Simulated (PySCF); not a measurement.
Computed spin Hamiltonian

Compound: C8H9O (doublet state).
Atom-mapped SMILES: `[CH:1]#[C:2][C:3]#[C:4][CH2:5][C@H:6]([OH:7])[CH:8][CH3:9]` (hydrogens: H10 on C1; H11, H12 on C5; H13 on C6; H14 on O7; H15 on C8; H16, H17, H18 on C9)

Geometry (GFN2-xTB, Å), atoms numbered from 1 in this order:
```
atom  x, y, z in Å
C1     4.3513   -0.9732   -0.0813
C2     3.2100   -0.7655   -0.4054
C3     1.9191   -0.5183   -0.7491
C4     0.7695   -0.3369   -1.0725
C5    -0.6020   -0.0236   -1.3740
C6    -1.1375    1.1075   -0.4161
O7    -0.4711    2.3169   -0.6805
C8    -1.0518    0.6885    0.9978
C9    -1.9545   -0.3282    1.5740
H10    5.3449   -1.1608    0.1940
H11   -0.6822    0.3362   -2.4036
H12   -1.2261   -0.9117   -1.2542
H13   -2.1828    1.2860   -0.7034
H14    0.4509    2.2217   -0.4135
H15   -0.1919    0.9991    1.5683
H16   -2.8542   -0.4442    0.9726
H17   -1.4603   -1.3057    1.6437
H18   -2.2402   -0.0552    2.5914
```

The hyperfine couplings belong to this conformer and change with its torsions.

Theory: PySCF 2.14.0, UKS B3LYP, pcH-1 on C H O, non-relativistic, mean-field spin-orbit, GIAO. Geometry: GFN2-xTB, one conformer, isolated molecule. A GFN2-xTB geometry isn't a minimum of the functional, and hyperfine couplings can be far from their values at a DFT geometry. Stability of the SCF solution: not tested.

- g1, g2, g3: 2.00211, 2.00272, 2.00278
- g_iso: 2.00254
- Form of g: close to axial: the two nearest values differ by 9 % of g3 − g1
- ⟨S²⟩: 0.7538 (exact 0.7500)
- HOMO–LUMO gap, α and β orbitals: 4.63, 5.37 eV

Hyperfine couplings atom by atom, in MHz; T1 to T3 are the principal values of the dipolar part; ρ(0) is the spin density at the nucleus:

| atom | isotope | a_iso | T1 | T2 | T3 | Mulliken spin population | ρ(0) (bohr⁻³) |
| --- | --- | --- | --- | --- | --- | --- | --- |
| C1 | 13C | 0.2 | -0.4 | 0.0 | 0.4 | 0.00 | 0.0002 |
| C2 | 13C | -0.4 | -0.4 | -0.1 | 0.5 | 0.00 | -0.0003 |
| C3 | 13C | 1.9 | -0.9 | 0.2 | 0.7 | 0.00 | 0.0017 |
| C4 | 13C | -2.7 | -1.6 | -0.3 | 1.9 | 0.00 | -0.0024 |
| C5 | 13C | 72.0 | -5.5 | -5.1 | 10.6 | 0.05 | 0.0640 |
| C6 | 13C | -34.0 | -1.6 | -1.0 | 2.7 | -0.07 | -0.0302 |
| O7 | 17O | -1.1 | -3.4 | 1.6 | 1.8 | 0.00 | 0.0018 |
| C8 | 13C | 103.2 | -81.5 | -80.7 | 162.2 | 1.02 | 0.0918 |
| C9 | 13C | -33.0 | -2.5 | 0.3 | 2.2 | -0.08 | -0.0294 |
| H10 | 1H | -0.2 | -0.3 | -0.2 | 0.6 | 0.00 | 0.0000 |
| H11 | 1H | 10.9 | -3.5 | -1.5 | 5.0 | 0.01 | 0.0024 |
| H12 | 1H | -2.3 | -4.7 | -2.1 | 6.9 | 0.00 | -0.0005 |
| H13 | 1H | 55.9 | -5.5 | -4.2 | 9.7 | 0.02 | 0.0125 |
| H14 | 1H | -1.1 | -3.5 | -3.1 | 6.6 | 0.00 | -0.0002 |
| H15 | 1H | -60.6 | -38.4 | -0.7 | 39.2 | -0.04 | -0.0135 |
| H16 | 1H | 10.0 | -4.7 | -3.9 | 8.6 | 0.00 | 0.0022 |
| H17 | 1H | 139.3 | -5.4 | -3.1 | 8.5 | 0.06 | 0.0312 |
| H18 | 1H | 78.2 | -5.1 | -4.5 | 9.6 | 0.03 | 0.0175 |

The largest Mulliken spin populations are on C8 (+1.02), C9 (-0.08) and C6 (-0.07). C8 is the only atom above +0.15. The positive populations add up to 1.20 and the negative ones to -0.20, together 2S = 1. The angles at C8 add up to 359.0°, so it is planar; its axial dipolar tensor and the negative coupling of its proton fit spin in a p orbital normal to that plane.

Axes: g2 points within 10° of the C8–C9 bond.

Under fast tumbling the dipolar parts average out, and these isotropic splittings remain: 3 × 1H (H16/H17/H18, I = 1/2, 4 lines) with 2.71 mT, 1 × 1H (H15, I = 1/2, 2 lines) with 2.16 mT, 1 × 1H (H13, I = 1/2, 2 lines) with 2.00 mT, 1 × 1H (H11, I = 1/2, 2 lines) with 0.39 mT, 1 × 1H (H12, I = 1/2, 2 lines) with 0.08 mT and 1 × 1H (H14, I = 1/2, 2 lines) with 0.04 mT.

Class means assume fast exchange of nuclei equivalent by connectivity; if that motion is slow, each nucleus keeps its own coupling. The three 1H nuclei of mean +75.8 MHz run from 10.0 to 139.3 MHz in the frozen geometry.

The 13C coupling of C8 (103.2 MHz) shows only in satellite lines or after enrichment, since that isotope makes up about 1.07 % of natural carbon.

Examples of negative spin density at the nucleus (bohr⁻³): C6 (-0.0302), C9 (-0.0294) and H15 (-0.0135).
